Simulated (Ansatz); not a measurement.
cyclo-(SbH)3 (Sb3H3): single points at one geometry.

```yaml
crystal:
  periodic: [false, false, false]
  atoms:
    - {symbol: Sb, position_ang: [-0.795478, -0.702092, -1.552294]}
    - {symbol: Sb, position_ang: [-1.280581, 1.287727, 0.486695]}
    - {symbol: Sb, position_ang: [-0.399707, -1.361496, 1.233500]}
    - {symbol: H, position_ang: [0.856077, -0.200345, -1.720275]}
    - {symbol: H, position_ang: [0.354163, 1.858558, 0.389831]}
    - {symbol: H, position_ang: [1.265526, -0.882352, 1.162532]}
basis:
  gaussian: {orbitals: def2-TZVP, initial_orbitals: start.molden}
hamiltonian: {xc: {name: PBE-QIDH}}
scf: {omitted_lower_state_checks: [starts]}
```

The file start.molden holds the orbitals of an earlier run on this structure, at another level or in another basis.

```sh
$ ansatz run in.yaml --threads 4 --pin off --events-out ev --progress --plain --max-ram 3916MiB
```

It prints (some lines left out):

```
Functional definition: PBE-QIDH
1551 factors; integrals over basis functions are off by at most 7.1e-4 eV
mean field evaluation 1: about -19636.2236 eV, gradient 1.1e1 eV
mean field evaluation 2: about -19636.4812 eV, gradient 2.5e-1 eV
mean field evaluation 4: about -19636.6689 eV, gradient 4.0e-3 eV
mean field evaluation 8: about -19636.6690 eV, gradient 1.7e-6 eV
mean field -19636.66897540 eV, -721.6342746335 hartree, gradient 3.0e-6 eV, S^2 0.000000; 0 other end points of the search recorded, 0 dependent functions left out
12 core orbitals not correlated: weight in the atoms' cores, before any rotation towards them, 1.000 or more for the frozen orbitals, at most 0.000 for the correlated occupied ones
reference -19636.66898810 eV, -721.6342751002 hartree; 24, 24 occupied and 132, 132 virtual orbitals, 1551 factors
second order -31.65658753 eV of doubles, -0.00000000 eV of singles
Total energy: -19647.22118394 eV, -722.0220611449 hartree
Checks for a lower state left out: starts
```

It took 15 s on 4 threads of AMD EPYC on a shared host.

First input, but with `hamiltonian: {xc: {name: BHLYP}, dispersion: d4}`, `output: {orbitals: {seedname: orbitals}}` (abridged; 7.5 s):

```
Functional definition: BHLYP
mean field -19657.55399258 eV, -722.4017848588 hartree, gradient 2.0e-5 eV, S^2 0.000000
Total energy: -19658.02507618 eV, -722.4190968616 hartree
Checks for a lower state left out: starts
```

First input, but with `hamiltonian: {xc: {name: revPBE}, dispersion: d4}`, `output: {orbitals: {seedname: orbitals}}` (abridged; 3.9 s):

```
Functional definition: revPBE
mean field -19667.20592197 eV, -722.7564867214 hartree, gradient 2.4e-5 eV, S^2 0.000000
Total energy: -19667.72488374 eV, -722.7755582145 hartree
Checks for a lower state left out: starts
```

First input, but with `gaussian: {orbitals: def2-SVP, initial_orbitals: start.molden}`, `hamiltonian: {xc: pbe, dispersion: d4}`, `output: {orbitals: {seedname: orbitals}}` (abridged; 2.4 s):

```
Functional definition: PBE
mean field -19662.25898295 eV, -722.5746900655 hartree, gradient 1.5e-5 eV, S^2 0.000000
Total energy: -19662.51452669 eV, -722.5840811249 hartree
Checks for a lower state left out: starts
```

First input, but with `hamiltonian: {xc: lda}`, `output: {orbitals: {seedname: orbitals}}` (abridged; 3.7 s):

```
Functional definition: SPW92
mean field -19633.11173008 eV, -721.5035482793 hartree, gradient 7.1e-5 eV, S^2 0.000000
Total energy: -19633.11176887 eV, -721.5035497048 hartree
Checks for a lower state left out: starts
```

As the first input, with `hamiltonian: {xc: {name: CAM-B3LYP}, dispersion: d4}`, `output: {orbitals: {seedname: orbitals}}` (abridged; 8.1 s):

```
Functional definition: CAM-B3LYP
mean field -19661.95753326 eV, -722.5636119938 hartree, gradient 2.1e-5 eV, S^2 0.000000
Total energy: -19662.19123601 eV, -722.5722004115 hartree
Checks for a lower state left out: starts
```

The first input with `hamiltonian: {xc: r2scan, dispersion: d4}`, `output: {orbitals: {seedname: orbitals}}` (abridged; 8 s):

```
Functional definition: r2SCAN
mean field -19670.96710642 eV, -722.8947077006 hartree, gradient 2.0e-5 eV, S^2 0.000000
Total energy: -19671.01669279 eV, -722.8965299661 hartree
Checks for a lower state left out: starts
```

Geometry: PBE-D4/def2-SVP.

In the def2 sets Sb takes a core potential; there is no spin–orbit coupling. Correlated methods freeze 12 core orbitals; core or outer-core shells of Sb are correlated, in sets that lack core-valence functions.
